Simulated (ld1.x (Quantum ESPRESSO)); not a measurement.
## Before and after: TM semilocal potential for Nb (Z = 41)

```json
{
  "Element": "Nb (Z = 41)",
  "Generator": "ld1.x (Quantum ESPRESSO) 7.5",
  "Type": "norm-conserving Troullier–Martins (semilocal form)",
  "Functional": "PBEsol",
  "Relativity": "scalar-relativistic",
  "Frozen core": "[Ar] 3d10",
  "Valence charge": "13",
  "Reference configuration": "4s2 4p6 4d2 5s0 5p0 (charge +3)",
  "Partial waves": "4s (bound): rc 1.65 bohr; 4p (bound): rc 2.20 bohr; 4d (bound): rc 1.55 bohr",
  "Local potential": "the d channel",
  "Core correction": "Bessel-smoothed model core, default radius (core density twice the valence density)"
}
```

Change: wave 4s (bound): rc 1.65 bohr becomes 4s (bound): rc 1.32 bohr.

Cutoffs: the cutoffs (Ry, on a coarse ladder) from which the occupation-weighted sum of valence levels, in a spherical-Bessel basis at the reference potential, stays within 10 and 1 mRy of its value at 400 Ry; they do not see the model core or the augmentation charge, which bear on the density cutoff. Errors are all-electron minus pseudo energies relative to the spin-unpolarised reference configuration.

Task: Predict the effect on cutoff, ghosts and configuration errors.

Result: The potential gets harder (50 Ry and 70 Ry → 80 Ry and 140 Ry); of the 7 tests that both files solve, the error grows in 0 and shrinks in 2 by more than 15 % and 0.3 meV (median size 17.2 → 17.0 meV); neither file shows a bound ghost. A smaller radius makes the pseudo-wave follow the all-electron one further in, where it bends more sharply, so more plane waves are needed. A semilocal file is local in each channel, so a ghost entry of none says nothing of the separable form that plane-wave codes build from it.

| quantity | base | changed |
| --- | --- | --- |
| cutoff, loose | 50 Ry | 80 Ry |
| cutoff, tight | 70 Ry | 140 Ry |
| loose cutoff by channel (10 mRy a level) | s 30 Ry, p 21 Ry, d 35 Ry | s 70 Ry, p 21 Ry, d 35 Ry |
| bound ghosts | none | none |
| error for 4s2 4p6 4d4 5s1 5p0, meV [ΔE -45.38 eV] | +494 | +111 |
| error for 4s2 4p6 4d4 5s0 5p0, meV [ΔE -38.72 eV] | +16 | +15 |
| error for 4s2 4p6 4d3 5s0 5p0, meV [ΔE -24.70 eV] | +7.6 | +7.3 |
| error for 4s2 4p6 4d3 5s1 5p1, meV [ΔE -42.57 eV] | +728 | +239 |
| error for 4s2 4p6 4d4 5s0 5p1, meV [ΔE -42.38 eV] | +90 | +90 |
| error for 4s2 4p6 4d1 5s0 5p0, meV [ΔE 36.87 eV] | +17 | +16 |
| error for 4s2 4p6 4d5 5s0 5p0, meV [ΔE -44.09 eV] | +17 | +17 |
| s: phases at 2.41 bohr within 0.05 rad from the reference energy up to (Ry; the scan ends near 5) | -3.0 | -2.2 |
| p: phases at 2.41 bohr within 0.05 rad from the reference energy up to (Ry; the scan ends near 5) | -1.8 | -1.8 |
| d: phases at 2.41 bohr within 0.05 rad from the reference energy up to (Ry; the scan ends near 5) | to the end of the scan | to the end of the scan |
